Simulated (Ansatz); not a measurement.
`O[Si](F)(Cl)O[SiH3]` and `F[Si](F)(Cl)O[SiH3]` differ in one atom or group.

Ansatz, PBE0-D4/def2-TZVP geometries, multiplicity 1. Each molecule was computed in one conformer, which needn't be the lowest.

| property | `O[Si](F)(Cl)O[SiH3]` |
| --- | --- |
| HOMO energy (ωB97M-V/def2-TZVPP) / eV | -11.66 |
| LUMO energy (PBE0/def2-TZVPP) / eV | -0.18 |
| HOMO energy (B3LYP/def2-TZVPP) / eV | -9.13 |
| size of the dipole moment (PBE/def2-TZVPP) / D | 2.11 |
| size of the dipole moment (ωB97M-V/def2-TZVPP) / D | 2.18 |
| HOMO–LUMO gap (PBE0/def2-TZVPP) / eV | 9.18 |

Task: Give the same properties after the change, and the shifts. (Estimate.)

Result: The calculation gave: 
```
                                          property  `F[Si](F)(Cl)O[SiH3]`  shift
             HOMO energy (ωB97M-V/def2-TZVPP) / eV                 -11.84  -0.18
                LUMO energy (PBE0/def2-TZVPP) / eV                  -0.31  -0.13
               HOMO energy (B3LYP/def2-TZVPP) / eV                  -9.32  -0.19
    size of the dipole moment (PBE/def2-TZVPP) / D                   1.71  -0.40
size of the dipole moment (ωB97M-V/def2-TZVPP) / D                   1.76  -0.42
              HOMO–LUMO gap (PBE0/def2-TZVPP) / eV                   9.26   0.08
```

With PBE0 the HOMO falls by 0.20 eV and the LUMO falls by 0.13 eV, so the gap widens by about 0.07 eV. PBE moves the HOMO by -0.24 eV and ωB97M-V by -0.18 eV. Dipoles are sizes alone; their direction can turn.

B3LYP here is the variant with VWN-RPA as its local correlation; programs differ in this.
